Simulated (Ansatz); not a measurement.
Mulliken charges of CH4ClNOSi (`O/C(Cl)=N/[SiH3]`) from B3LYP/def2-TZVPP in Ansatz (PBE0-D4/def2-TZVP geometry).

```json
{"atom": "O1", "x (Å)": "-1.554", "y (Å)": "1.500", "z (Å)": "1.156", "charge (e)": "-0.228"}
{"atom": "C2", "x (Å)": "-0.569", "y (Å)": "0.685", "z (Å)": "0.788", "charge (e)": "0.223"}
{"atom": "Cl3", "x (Å)": "0.501", "y (Å)": "0.456", "z (Å)": "2.153", "charge (e)": "-0.084"}
{"atom": "N4", "x (Å)": "-0.439", "y (Å)": "0.178", "z (Å)": "-0.338", "charge (e)": "-0.315"}
{"atom": "Si5", "x (Å)": "0.806", "y (Å)": "-0.888", "z (Å)": "-0.905", "charge (e)": "0.371"}
{"atom": "H6", "x (Å)": "-2.121", "y (Å)": "1.600", "z (Å)": "0.377", "charge (e)": "0.219"}
{"atom": "H7", "x (Å)": "2.127", "y (Å)": "-0.208", "z (Å)": "-0.869", "charge (e)": "-0.061"}
{"atom": "H8", "x (Å)": "0.476", "y (Å)": "-1.248", "z (Å)": "-2.303", "charge (e)": "-0.066"}
{"atom": "H9", "x (Å)": "0.860", "y (Å)": "-2.121", "z (Å)": "-0.077", "charge (e)": "-0.060"}
```

By hand: the dipole of these point charges (1 e Å = 4.8032 D).

Σ q r = (-0.055, -0.040, -0.206) e Å, of length 0.217 e Å = 1.04 D.

How does the dipole of the full density compare? (Estimate.)

Computed: (-0.162, 0.065, -0.124) e Å, 1.03 D; the point charges give 1.01 times that, at 47° from its direction.

Point charges leave out the atoms' own dipoles, such as those of lone pairs, and Mulliken's split depends on the basis, so the two needn't agree.

B3LYP here is the variant with VWN-RPA as its local correlation; programs differ in this.
